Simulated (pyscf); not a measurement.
:HC–CH=C(F)–F [singlet] -> H₂C=C=C(F)–F (hydrogen shift; singlet surface; C–H broken, C–H formed). Single points on ωB97X-D3(BJ)/def2-SVP structures (PySCF, gas phase). MP2 and CC: frozen core, UHF for open shells. ΔMP2 is the change of the MP2 total energy from the triple- to the quadruple-zeta basis. Energies in kcal/mol from the reactant's lowest minimum found.

```
level                             barrier  reaction energy
--------------------------------  -------  ---------------
PBE/def2-TZVP                        22.3            -49.1
B3LYP-D3(BJ)/def2-TZVP               26.5            -47.2
PBE0-D3(BJ)/def2-TZVP                25.0            -47.5
HF/def2-TZVP                         37.5            -36.7
MP2/def2-QZVPP                       26.6            -49.5
CCSD/def2-TZVPP                      28.6            -46.4
CCSD(T)/def2-TZVPP + ΔMP2(QZVPP)     27.2            -47.2
```

This is the saddle that the search found; another between the same sides may lie lower. A restricted singlet here is unstable towards spin polarisation, as is usual where a triplet lies low; its energy is less safe. The CCSD(T) − MP2 part came from Ansatz, without density fitting, on the same reference.
